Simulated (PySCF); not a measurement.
Nb(NH2)4 (doublet state).
Bonds: Nb1–N2, Nb1–N5, Nb1–N8, Nb1–N11. Hydrogens: H3, H4 on N2; H6, H7 on N5; H9, H10 on N8; H12, H13 on N11.

Method: PySCF 2.14.0, PBE0-D3(BJ)/def2-SVP geometry optimisation, gas phase, def2 core potentials past Kr.

(1) Give the optimised bond lengths and angles.

Answers

(1) 
```json
{"bond": "Nb1–N2 and 3 like bonds", "length (pm)": "198.4"}
{"bond": "N2–H3 and 7 like bonds", "length (pm)": "101.9"}
```

Bonds in one row agree within 1 pm and their mean is given. A selection of angles:
```json
{"angle": "N2–Nb1–N5", "degrees": "107.2"}
{"angle": "N2–Nb1–N11", "degrees": "113.5"}
{"angle": "Nb1–N2–H3", "degrees": "124.6"}
{"angle": "H3–N2–H4", "degrees": "108.3"}
```

Nb1 (niobium bonded to 4 N) is distorted tetrahedral (angles from 107.2° to 113.5°). All 4 N–Nb bonds measure 1.984 to 1.985 Å. N2 (nitrogen bonded to Nb and 2 H) is almost planar (angles 124.7°, 124.6° and 108.3°, sum 357.5°, 0.11 Å off the plane of its three neighbours).

Point group: D2d (every atom within 0.08 Å of its image). No PBE0-D3(BJ)/def2-SVP frequencies stand behind this structure, so it isn't proved a minimum. ⟨S²⟩ = 0.755 (exact for a doublet: 0.75).

Caution for open-shell metal species: one SCF solution and one stationary point were followed, and a lower state or a bent or distorted shape isn't ruled out.
